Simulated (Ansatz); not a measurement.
A structure relaxed at PBE-D4/def2-SVPD in Ansatz, charge -1, singlet:

Cartesian coordinates in Å:
```
Cu -0.534 1.033 1.675
Cu -0.288 -1.530 -0.872
Cu 1.051 1.744 -0.087
Br -0.639 -3.528 -2.009
Br -1.444 -1.009 1.265
Br 0.589 3.083 1.776
Br 1.265 0.207 -1.747
```

Question: Give its formula and point group.

Answer: Cu3Br4⁻. Point group C2v (tolerance 0.1 Å).

Question: Summarise the bond lengths by kind (pairs closer than 1.2 times the sum of covalent radii, bridged metal pairs left out).

Answer: 7 × Br–Cu 2.27 to 2.49 Å.

Another isomer (singlet) lies 0.65 eV lower at PBE0-D4/def2-SVP; other spin states weren't run for this one.
